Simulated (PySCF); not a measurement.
From computed data to an observable: refractive index and permittivity of the vapour

Ge(AsH2)(H)3 (AsGeH5), SMILES [AsH2][GeH3].

The structure is a stationary point at r2SCAN-D4/def2-TZVP.

PySCF with HF/def2-TZVPD gives a mean static polarisability of 66.4 bohr³ and a dipole moment of 0.51 D. Take an ideal gas at 298.15 K and 1 bar, whether or not the substance is that volatile.

Question: Work out n − 1 in the optical limit and the static ε − 1.

Answer: 
Polarisability volume α' = 66.4 × 0.148185 = 9.84 Å³. Number density N = p/kT = 2.43e-5 Å⁻³.
Dilute limit of Lorentz–Lorenz: n − 1 = 2π N α' = 0.0015.
Orientation term of Debye: μ²/(3kT) = 8.098 Å³ × μ²(D²) = 2.11 Å³.
ε − 1 = 4π N (α' + μ²/3kT) = 0.0036. Orientation of the dipole supplies 18 % of the static response; it can't follow optical fields. Vibrational polarisation and dispersion are left out.
